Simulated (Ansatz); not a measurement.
CH$_{4}$BF$_{2}$Sb, SMILES `C[BH][Sb]([F])[F]`, relaxed with RKS PBE-D4/def2-SVP in the Gaussian-basis code of Ansatz from a rough embedded geometry. The force threshold is 0.03 eV/Å; the program also tests the step.

The species carries charge 0 and has multiplicity 1. Sb takes the def2 core potential.

Start:

```xyz
9

C    -0.419   -0.378    1.004
B     0.406   -0.823   -0.204
Sb    0.747    0.584   -1.895
F    -1.099    1.148   -1.993
F     1.274    2.061   -0.696
H    -1.429   -0.029    0.742
H     0.107    0.528    1.502
H    -0.462   -1.149    1.766
H     0.876   -1.943   -0.226
```

```tsv
step	energy (eV)	largest force (eV/Å)	largest move (Å)
1	-13736.8136	1.556	0.000
2	-13736.9543	0.677	0.119
3	-13737.0000	0.221	0.124
4	-13737.0153	0.132	0.068
5	-13737.0213	0.106	0.075
6	-13737.0221	0.040	0.012
7	-13737.0224	0.018	0.017
```

End:

```xyz
9

C    -0.399   -0.352    0.958
B     0.459   -0.899   -0.206
Sb    0.704    0.659   -1.903
F    -1.235    1.033   -1.776
F     1.272    1.944   -0.509
H    -1.336    0.092    0.550
H     0.149    0.550    1.328
H    -0.613   -1.036    1.800
H     1.000   -1.990   -0.242
```

It took 6.5 s on 4 threads of an INTEL XEON PLATINUM 8581C on a shared host, with 0.17 GiB of host memory at the peak.
